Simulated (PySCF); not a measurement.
CH3O2, charge +1, singlet, geometry from GFN2-xTB. Base run: PySCF with PBE0/STO-3G.

Geometry (Å):
```xyz
6

O     -0.9967    -0.4868    -0.0205
C      0.1626     0.5294    -0.0070
O      1.2244     0.1158     0.1124
H     -0.7036    -1.4289    -0.0520
H     -0.3019     1.5126    -0.0771
H     -1.7915    -0.2917    -0.5638
```
Charge +1, spin multiplicity 1.
All else is at PySCF's defaults.

Variants of this job, named by their change:

```json
[
 {"change": "base", "E (Eh)": "-187.32034", "HOMO (eV)": "-14.84", "HOMO-LUMO gap (eV)": "9.25"},
 {"change": "functional = bhandhlyp", "E (Eh)": "(withheld)", "HOMO (eV)": "(withheld)", "HOMO-LUMO gap (eV)": "(withheld)"},
 {"change": "functional = lc_wpbe", "E (Eh)": "-187.38198", "HOMO (eV)": "-17.62", "HOMO-LUMO gap (eV)": "14.71"},
 {"change": "functional = blyp; dispersion = d3bj", "E (Eh)": "(withheld)", "HOMO (eV)": "-13.05", "HOMO-LUMO gap (eV)": "6.20"},
 {"change": "functional = b3lyp", "E (Eh)": "-187.48808", "HOMO (eV)": "-14.57", "HOMO-LUMO gap (eV)": "8.65"},
 {"change": "functional = pbe0; dispersion = d3zero", "E (Eh)": "(withheld)", "HOMO (eV)": "-14.84", "HOMO-LUMO gap (eV)": "9.25"},
 {"change": "functional = r2scan", "E (Eh)": "-187.43229", "HOMO (eV)": "-13.51", "HOMO-LUMO gap (eV)": "6.78"},
 {"change": "functional = camb3lyp", "E (Eh)": "-187.40630", "HOMO (eV)": "-16.23", "HOMO-LUMO gap (eV)": "12.07"},
 {"change": "functional = pbe; dispersion = d3bj", "E (Eh)": "-187.30062", "HOMO (eV)": "-13.14", "HOMO-LUMO gap (eV)": "6.18"},
 {"change": "functional = wb97x", "E (Eh)": "-187.47369", "HOMO (eV)": "-17.28", "HOMO-LUMO gap (eV)": "14.30"},
 {"change": "functional = lda,vwn", "E (Eh)": "(withheld)", "HOMO (eV)": "(withheld)", "HOMO-LUMO gap (eV)": "(withheld)"},
 {"change": "functional = blyp", "E (Eh)": "-187.43029", "HOMO (eV)": "-13.05", "HOMO-LUMO gap (eV)": "6.20"},
 {"change": "functional = pw6b95", "E (Eh)": "-187.71930", "HOMO (eV)": "-15.09", "HOMO-LUMO gap (eV)": "9.50"}
]
```

Some entries are withheld; supply them.


- functional = bhandhlyp, E (Eh): -187.41217
- functional = bhandhlyp, HOMO (eV): -16.49
- functional = bhandhlyp, HOMO-LUMO gap (eV): 12.48
- functional = blyp; dispersion = d3bj, E (Eh): -187.43520
- functional = pbe0; dispersion = d3zero, E (Eh): -187.32127
- functional = lda,vwn, E (Eh): -186.04595
- functional = lda,vwn, HOMO (eV): -13.04
- functional = lda,vwn, HOMO-LUMO gap (eV): 6.07

Absolute energies of different levels of theory aren't comparable as measures of quality.
